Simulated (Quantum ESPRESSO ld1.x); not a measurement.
Results of a calculation; reference values are marked as such.
Task: Si II, configuration [Ne] 3s2 3p1 (the NIST ground configuration). Level of theory: scalar-relativistic Kohn-Sham, LDA (Slater exchange, VWN5 correlation), spin-polarised, spherical densities, point nucleus; open shells are filled with parallel spins first (ld1.x of Quantum ESPRESSO 7.5). Some entries of the table are withheld. Estimate them.

| orbital | occ. | eigenvalue (hartree) | <r^2> (bohr^2) |
|---|---|---|---|
| 1s up | 1 | -65.7133 | 0.01679 |
| 1s down | 1 | -65.7094 | 0.01678 |
| 2s up | 1 | -5.4486 | 0.3893 |
| 2s down | 1 | -5.4438 | 0.3888 |
| 2p up | 3 | (1) | 0.3663 |
| 2p down | 3 | (2) | 0.3656 |
| 3s up | 1 | -0.7171 | 4.847 |
| 3s down | 1 | -0.6817 | 4.894 |
| 3p up | 1 | (3) | 6.931 |
| 3p down | 0 | (4) | 7.175 |

Result: 
(1) 2p up eigenvalue (hartree): -3.8646
(2) 2p down eigenvalue (hartree): -3.8586
(3) 3p up eigenvalue (hartree): -0.4458
(4) 3p down eigenvalue (hartree): -0.4125
